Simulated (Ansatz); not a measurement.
# Redistribution: SiH2(SiH3)Cl + Si(CH3)2(OH)(SiH3) → SiH2(OH)(SiH3) + Si(CH3)2(SiH3)Cl

Species: SiH2(SiH3)Cl, singlet; Si(CH3)2(OH)(SiH3), singlet; SiH2(OH)(SiH3) (disilanol), singlet; Si(CH3)2(SiH3)Cl, singlet. The partners trade Cl for OH; both sit on Si, so the bond types are kept.

Shapes, held fixed at every level: PBE0-D4/def2-TZVP. Flexible molecules stand in one conformer, not always the lowest. Programs: Ansatz 0.2.0. Electronic energies: no zero-point or thermal term.

```tsv
level	kind	ΔE (kJ/mol)	less CCSD(T)/CBS estimate
PBE-D4/def2-TZVPP	GGA	-1.5	+0.2
B3LYP-D4/def2-TZVPP	global hybrid	-1.9	-0.2
PBE0-D4/def2-TZVPP	global hybrid	-1.7	0.0
wB97M-V/def2-TZVPP	range-separated hybrid	-1.4	+0.3
wB97X-V/def2-TZVPP	range-separated hybrid	-1.6	+0.1
MP2/def2-TZVPP	perturbation theory	-3.5	-1.8
CCSD(T)/def2-TZVPP	coupled cluster or CI	-1.5	+0.2
CCSD(T)/CBS estimate	coupled cluster or CI	-1.7	0.0
```

The highest level, CCSD(T)/CBS estimate, gives ΔE = -1.7 kJ/mol; the levels span -3.5 to -1.4. That is about zero within the method's error. The column of differences is taken from that level and isn't an error. No measured value is set beside it here. The CBS estimate extrapolates MP2 from def2-TZVPP and def2-QZVPP and adds CCSD(T) − MP2 in the triple-zeta set, cores frozen.
